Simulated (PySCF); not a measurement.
**Multinuclear NMR of B$_{4}$H$_{7}$N$_{3}$**

Atoms are numbered as in `[BH2:1][N:2]1[BH:3][NH:4][BH:5][NH:6][BH:7]1`. Hydrogens are named by the atom that carries them.

- NMR shieldings at PBE0/pcSseg-1/GIAO
- J: B3LYP/pcJ-1 (spin–dipole term only in couplings to heteroatoms)
- PBE0-D3(BJ)/def2-SVP geometry
- run in PySCF 2.14
- fast rotation and ring inversion assumed for equivalent nuclei, a single conformation, no solvent model, non-relativistic Hamiltonian

Question: Predict the 15N NMR data.

Answer: 
```
atoms                                      environment  σ (ppm)  δ (ppm)
   N2     nitrogen bonded to 3 B, in a 6-membered ring     59.4   -204.8
N4/N6  nitrogen bonded to 2 B, H, in a 6-membered ring    115.6   -256.3
```

Shieldings were converted by a linear fit to measured shifts: 15N: δ = -150.45 − 0.916σ (rms 7.2 ppm, 79 shifts vs CH3NO2, solution or neat liquid). Occasional misses reach two or three times the rms, and more in compound classes unlike the fitted ones.

Couplings (the largest are listed; each averaged over equivalent pairs): 1J(N4,B5) = -25.4 Hz, 1J(B3,N4) = -24.5 Hz, 1J(N2,B3) = -21.3 Hz, 1J(B1,N2) = -21.3 Hz, 2J(N2,H(B3)) = -5.5 Hz, 2J(N4,H(B3)) = -5.2 Hz, 2J(N4,H(B5)) = -4.5 Hz, 2J(N2,H(B1)) = -3.0 Hz, 2J(N4,N6) = 1.1 Hz, 3J(B3,N6) = -2.3 Hz, 3J(N2,B5) = -2.1 Hz, 3J(B1,N4) = -1.9 Hz. Signs are for 15N, whose magnetogyric ratio is negative.

On a 400 MHz spectrometer 15N resonates near 40.5 MHz, so 1 ppm is 40.5 Hz.
